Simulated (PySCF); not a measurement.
Two species compared at the same levels of theory.

First species: (CH3)2PPF2, C2H6F2P2.
SMILES: `CP(C)P(F)F`

Second species: C7H7PS.
Atom-mapped SMILES: `[CH:1]#[C:2][c:3]1[cH:4][p:5][c:6]([CH2:7][CH3:8])[s:9]1` (hydrogens: H10 on C1; H11 on C4; H12, H13 on C7; H14, H15, H16 on C8)

Levels: B3LYP/def2-SVPD for dipole moment, HOMO energy, LUMO energy, HOMO–LUMO gap, static isotropic polarisability and electronic spatial extent ⟨r²⟩ about the centre of nuclear charge; TDDFT B3LYP/def2-SVPD for lowest singlet excitation; TDA B3LYP/def2-SVPD for lowest triplet excitation (Tamm–Dancoff); GFN2-xTB for rotational constant A and rotational constant C. Geometries: GFN2-xTB. All species are isolated and taken at one optimised geometry, non-relativistic unless stated; the electronic structure was computed with PySCF and density fitting.

The conformers computed, where there is a choice (atom-mapped SMILES and torsion angles):
- `[CH3:1][P:2]([CH3:3])[P:4]([F:5])[F:6]`: C1–P2–P4–F5 83°
- `[CH:1]#[C:2][c:3]1[cH:4][p:5][c:6]([CH2:7][CH3:8])[s:9]1`: P5–C6–C7–C8 -100°

Values for the first species:

- Dipole moment: 3.25 D
- HOMO energy: -6.71 eV
- LUMO energy: -1.11 eV
- HOMO–LUMO gap: 5.60 eV
- Lowest singlet excitation: 4.48 eV
- Lowest triplet excitation (Tamm–Dancoff): 3.92 eV
- Static isotropic polarisability: 79.2 au
- Electronic spatial extent ⟨r²⟩ about the centre of nuclear charge: 896 bohr²
- Rotational constant A: 3.348 GHz
- Rotational constant C: 1.359 GHz

Task: Estimate the same properties for the second species, and the change in each.

Result: 
| property | first | second | second less first |
| --- | --- | --- | --- |
| dipole moment | 3.25 D | 0.92 D | -2.33 D |
| HOMO energy | -6.71 eV | -6.34 eV | +0.37 eV |
| LUMO energy | -1.11 eV | -1.84 eV | -0.73 eV |
| HOMO–LUMO gap | 5.60 eV | 4.50 eV | -1.10 eV |
| lowest singlet excitation | 4.48 eV | 4.18 eV | -0.30 eV |
| lowest triplet excitation (Tamm–Dancoff) | 3.92 eV | 2.74 eV | -1.18 eV |
| static isotropic polarisability | 79.2 au | 131.1 au | +51.9 au |
| electronic spatial extent ⟨r²⟩ about the centre of nuclear charge | 896 bohr² | 1757 bohr² | +861 bohr² |
| rotational constant A | 3.348 GHz | 2.401 GHz | -0.947 GHz |
| rotational constant C | 1.359 GHz | 0.641 GHz | -0.718 GHz |

On the first: The vertical singlet–triplet gap S1 − T1 is 0.56 eV (TDDFT singlet less Tamm–Dancoff triplet; S1: HOMO→LUMO, weight 0.99; T1: HOMO→LUMO, weight 0.91). S1 lies 1.12 eV below the HOMO–LUMO gap; its leading configuration is HOMO→LUMO, weight 0.99.

On the second: The vertical singlet–triplet gap S1 − T1 is 1.44 eV (TDDFT singlet less Tamm–Dancoff triplet; S1: HOMO→LUMO, weight 0.96; T1: HOMO→LUMO, weight 0.94). In atomic units the dipole is 0.36 e·bohr (1 au = 2.5417 D).
